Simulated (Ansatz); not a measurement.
Program: Ansatz. Geometries: PBE0-D4/def2-TZVP. ΔE: electronic, gas phase. CCSD(T)/CBS adds triple-zeta CCSD(T) − MP2 to the extrapolated MP2 energy (def2 sets, frozen cores). Functionals use def2-TZVPP. Each species was taken in one conformer, which may not be the lowest.

Reaction (formal exchange of groups at the Al–C bond): `O[CH2][AlH][Cl]` + `C=CN(C)C` → `C[N](C)[AlH][Cl]` + `C=CCO`

```csv
species,PBE0-D4 energy (Eh)
`O[CH2][AlH][Cl]`,-818.09290
`C=CN(C)C`,-212.38873
`C[N](C)[AlH][Cl]`,-837.54764
`C=CCO`,-192.97352
```

(1) Work out ΔE.

Largest T1 diagnostic among the species: 0.011.

Results:

(1) ΔE = (-837.54764) + (-192.97352) − (-818.09290) − (-212.38873) = -0.03953 Eh = -103.8 kJ/mol. CCSD(T)/CBS gives -119.3 kJ/mol.

In def2-TZVPP, CCSD(T) changes the Hartree–Fock value by +8.5 kJ/mol (the triples alone add +2.4 kJ/mol) and MP2 by +9.2 kJ/mol. From PBE to PBE0 (25 % exact exchange), in def2-TZVPP and without D4, ΔE moves by −6.1 kJ/mol.
